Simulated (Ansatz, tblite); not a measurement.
Removing and adding an electron: CuCl2. Total charge 0; doublet. Geometry: r2SCAN-D4/def2-TZVP. Ansatz, gas phase; energy differences of separate SCF runs; the oxidised species is a triplet (the singlet lies 1.01 eV higher at PBE0-D4/def2-TZVP); the reduced species is a singlet (the triplet lies 4.40 eV higher at PBE0-D4/def2-TZVPD).

Cartesian coordinates in Å:
```
Cu 0.0000 0.0000 0.0000
Cl 1.7623 -0.7547 -0.7497
Cl -1.7623 0.7547 0.7497
```

The xTB rows come from tblite. Correlated methods freeze 19 core orbitals. In CCSD on the charge 1 triplet the largest single amplitude is 0.18, so its Hartree–Fock determinant may place the open shell otherwise than the density functionals do. HOMO above LUMO, or a gap near zero within one spin, warns that the state may not be the lowest or that an electron is smeared out. No other spin state of charge 0 was run.

```json
{"level": "GFN1-xTB", "−HOMO (eV)": "–", "vertical IE (eV)": "14.79", "−LUMO (eV)": "–", "vertical EA (eV)": "9.30", "HOMO–LUMO gap (eV)": "–", "IE − EA (eV)": "5.49", "remarks": "–"}
{"level": "GFN2-xTB", "−HOMO (eV)": "–", "vertical IE (eV)": "15.07", "−LUMO (eV)": "–", "vertical EA (eV)": "8.69", "HOMO–LUMO gap (eV)": "–", "IE − EA (eV)": "6.38", "remarks": "–"}
{"level": "PBE-D4/def2-TZVP", "−HOMO (eV)": "7.07", "vertical IE (eV)": "10.40", "−LUMO (eV)": "7.07", "vertical EA (eV)": "–", "HOMO–LUMO gap (eV)": "0.00", "IE − EA (eV)": "–", "remarks": "gap within one spin near zero (doublet)"}
{"level": "PBE-D4/def2-TZVPD", "−HOMO (eV)": "7.16", "vertical IE (eV)": "–", "−LUMO (eV)": "7.15", "vertical EA (eV)": "3.89", "HOMO–LUMO gap (eV)": "0.01", "IE − EA (eV)": "–", "remarks": "gap within one spin near zero (doublet)"}
{"level": "MP2/def2-TZVPD", "−HOMO (eV)": "–", "vertical IE (eV)": "–", "−LUMO (eV)": "–", "vertical EA (eV)": "5.43", "HOMO–LUMO gap (eV)": "–", "IE − EA (eV)": "–", "remarks": "–"}
{"level": "CCSD/def2-TZVPP", "−HOMO (eV)": "–", "vertical IE (eV)": "11.09", "−LUMO (eV)": "–", "vertical EA (eV)": "–", "HOMO–LUMO gap (eV)": "–", "IE − EA (eV)": "–", "remarks": "large T1 (0.053) (+1 triplet)"}
{"level": "CCSD(T)/def2-TZVPD", "−HOMO (eV)": "–", "vertical IE (eV)": "–", "−LUMO (eV)": "–", "vertical EA (eV)": "4.27", "HOMO–LUMO gap (eV)": "–", "IE − EA (eV)": "–", "remarks": "–"}
```

**Question.** Estimate the rows for HF/def2-TZVPD, r2SCAN-D4/def2-TZVP, r2SCAN-D4/def2-TZVPD, PBE0-D4/def2-TZVP, PBE0-D4/def2-TZVPD, CCSD/def2-TZVPD, CCSD(T)/def2-TZVPP.

**Answer.** 
| level | −HOMO (eV) | vertical IE (eV) | −LUMO (eV) | vertical EA (eV) | HOMO–LUMO gap (eV) | IE − EA (eV) | remarks |
| --- | --- | --- | --- | --- | --- | --- | --- |
| HF/def2-TZVPD | – | – | – | 1.72 | – | – | – |
| r2SCAN-D4/def2-TZVP | 7.44 | 10.61 | 7.10 | – | 0.34 | – | – |
| r2SCAN-D4/def2-TZVPD | 7.49 | – | 7.15 | 3.93 | 0.34 | – | – |
| PBE0-D4/def2-TZVP | 8.85 | 10.94 | 6.18 | – | 2.67 | – | – |
| PBE0-D4/def2-TZVPD | 8.91 | – | 6.23 | 4.13 | 2.68 | – | – |
| CCSD/def2-TZVPD | – | – | – | 4.03 | – | – | – |
| CCSD(T)/def2-TZVPP | – | 10.88 | – | – | – | – | large T1 (0.053) (+1 triplet) |

Run but left out: HF/def2-TZVPP, MP2/def2-TZVPP (charge +1 triplet: a determinant that CCSD turns far, T1 0.053).   HOMO and LUMO are the levels of the spin that leaves or enters (xTB has no such levels and no spin-polarisation term). Other spin states of the ions may lie lower, which would lower the ionisation energy or raise the affinity. Raw xTB energy differences between charge states are shifted by several eV; the methods need an empirical correction for them.
